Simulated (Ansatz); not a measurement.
Computed with Ansatz on PBE0-D4/def2-TZVP structures; ΔE is electronic, products minus reactants. CBS: MP2 limit from def2 TZ/QZ plus the TZ coupled-cluster correction, frozen cores. Functionals use def2-TZVPP. B3LYP here is the variant with VWN-RPA as its local correlation; programs differ in this. HSE06 is defined as in plane-wave codes. For Ga outer-core shells are correlated without core-valence functions, which leaves a few kJ/mol of doubt a bond. Scalar relativity is left out up to krypton. Each species was taken in one conformer, which may not be the lowest.

`C[NH][Ga]([F])[F]` + `BN[SiH2]Cl` → `BN(C)[SiH2]Cl` + `[NH2][Ga]([F])[F]`  (substitution at a C–N bond)

```
             level  ΔE (kJ/mol)  difference from CCSD(T)/CBS
       LDA (SPW92)        -12.3                         -2.4
            PBE-D4         -9.1                          0.8
         revPBE-D4        -10.6                         -0.7
           BLYP-D4         -8.2                          1.7
         r2SCAN-D4         -8.6                          1.3
            B97M-V         -8.2                          1.7
           PBE0-D4         -8.6                          1.3
          B3LYP-D4         -7.5                          2.4
        r2SCANh-D4         -8.5                          1.4
        r2SCAN0-D4         -8.4                          1.5
          HSE06-D4         -8.5                          1.4
          BHLYP-D4         -6.5                          3.4
      CAM-B3LYP-D4         -7.2                          2.7
            B2PLYP         -6.2                          3.7
          PBE-QIDH         -8.6                          1.3
               PBE         -6.2                          3.7
            revPBE         -3.1                          6.8
              BLYP         -2.1                          7.8
            r2SCAN         -7.7                          2.2
              PBE0         -6.0                          3.9
           r2SCAN0         -7.4                          2.5
             HSE06         -6.1                          3.8
             BHLYP         -3.1                          6.8
         CAM-B3LYP         -4.5                          5.4
           LC-ωPBE         -6.1                          3.8
RPA@PBE/def2-TZVPP         -8.1                          1.8
       HF/def2-SVP          4.4                         14.3
      MP2/def2-SVP         -6.8                          3.1
     CCSD/def2-SVP         -4.0                          5.9
     HF/def2-TZVPP          0.5                         10.4
    MP2/def2-TZVPP        -11.4                         -1.5
SCS-MP2/def2-TZVPP         -8.7                          1.2
   CCSD/def2-TZVPP         -7.8                          2.1
CCSD(T)/def2-TZVPP         -9.6                          0.3
     HF/def2-QZVPP          0.4                         10.3
    MP2/def2-QZVPP        -11.6                         -1.7
SCS-MP2/def2-QZVPP         -8.9                          1.0
      HF/CBS(def2)          0.4                         10.3
     MP2/CBS(def2)        -11.7                         -1.8
    CCSD/CBS(def2)         -8.1                          1.8
       CCSD(T)/CBS         -9.9                            0
```

Largest T1 diagnostic among the species: 0.014.

Leaving LDA and LC-ωPBE aside and taking each functional with its dispersion term where it has one, the values spread over 4.4 kJ/mol, from revPBE-D4 to B2PLYP. LDA lies −6.1 kJ/mol from PBE without D4. In def2-TZVPP, CCSD(T) changes the Hartree–Fock value by −10.1 kJ/mol (the triples alone add −1.8 kJ/mol) and MP2 by −11.9 kJ/mol.
